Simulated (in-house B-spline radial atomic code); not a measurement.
The beryllium ion Be²⁺ is squeezed into an impenetrable sphere of radius R (the orbitals vanish at R). Level of theory: non-relativistic PBE0, spin-polarised, spherical fractional occupations, point nucleus; calculated with a B-spline radial code for spherical atoms.

Energies in eV above the free ion in 1s2:

```csv
R (bohr),highest level (eV),1s2,-dE/dV in 1s2 (GPa)
7.12,-138,0,2.13e-12
6.46,-138,0,1.1e-12
4.98,-138,0,5.34e-08
4.5,-138,0,1.13e-06
3.51,-138,1.686e-05,0.000701
3.06,-138,0.0002417,0.0131
2.6,-138,0.00354,0.261
2.37,-138,0.01329,1.16
1.85,-138,0.2473,34.3
1.56,-137,1.198,227
```
